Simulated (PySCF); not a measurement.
Gas-phase reaction: 2 TaCl4NH2 ⇌ 2 TaCl3NH + Cl2 + H2

Energies from PySCF, thermal terms from the rigid-rotor harmonic-oscillator model, ideal gas at 1 bar. † marks an energy on the PBE0/def2-TZVP geometry and frequencies; other levels use their own. MP2 freezes the core. All species are closed-shell singlets. B3LYP is the form with VWN-RPA correlation. Ta: scalar-relativistic def2 core potential, no spin-orbit coupling. TaCl4NH2, TaCl3NH: computed as isolated molecules; such fragments, hydroxides, amides, oligomers or adducts are transient or little studied in the gas. MP2 isn't extrapolated to the basis-set limit; its ΔH°(298 K) is 393.7 kJ in def2-SVP and 396.2 kJ in def2-TZVPP. The harmonic model lacks anharmonicity and excited electronic states, which grow with temperature; levels with a mode under 35 cm⁻¹ are left out. Soft modes under 120 cm⁻¹ make the harmonic entropy rough for TaCl4NH2, TaCl3NH.

```json
[
 {"level": "B3LYP/def2-TZVP†", "ΔE electronic, kJ": "420", "ΔH°(298 K), kJ": "386", "ΔS°(298 K), J/K": "266", "ΔG°(2000 K), kJ": "-131"},
 {"level": "HF/def2-TZVP†", "ΔE electronic, kJ": "451", "ΔH°(298 K), kJ": "417", "ΔS°(298 K), J/K": "266", "ΔG°(2000 K), kJ": "-100"},
 {"level": "MP2/def2-SVP†", "ΔE electronic, kJ": "428", "ΔH°(298 K), kJ": "394", "ΔS°(298 K), J/K": "266", "ΔG°(2000 K), kJ": "-123"},
 {"level": "PBE/def2-SVP", "ΔE electronic, kJ": "475", "ΔH°(298 K), kJ": "443", "ΔS°(298 K), J/K": "264", "ΔG°(2000 K), kJ": "-68"},
 {"level": "PBE/def2-TZVP†", "ΔE electronic, kJ": "436", "ΔH°(298 K), kJ": "401", "ΔS°(298 K), J/K": "266", "ΔG°(2000 K), kJ": "-115"},
 {"level": "PBE0/def2-QZVP†", "ΔE electronic, kJ": "463", "ΔH°(298 K), kJ": "428", "ΔS°(298 K), J/K": "266", "ΔG°(2000 K), kJ": "-88"},
 {"level": "PBE0/def2-SVP†", "ΔE electronic, kJ": "499", "ΔH°(298 K), kJ": "464", "ΔS°(298 K), J/K": "266", "ΔG°(2000 K), kJ": "-52"},
 {"level": "r2SCAN/def2-TZVP†", "ΔE electronic, kJ": "482", "ΔH°(298 K), kJ": "448", "ΔS°(298 K), J/K": "266", "ΔG°(2000 K), kJ": "-68"},
 {"level": "LDA/def2-TZVP†", "ΔE electronic, kJ": "533", "ΔH°(298 K), kJ": "499", "ΔS°(298 K), J/K": "266", "ΔG°(2000 K), kJ": "-18"},
 {"level": "ωB97X-V/def2-TZVP†", "ΔE electronic, kJ": "464", "ΔH°(298 K), kJ": "430", "ΔS°(298 K), J/K": "266", "ΔG°(2000 K), kJ": "-86"}
]
```
ΔH° is lowest at B3LYP/def2-TZVP† and highest at LDA/def2-TZVP†. No reference value is set beside these.
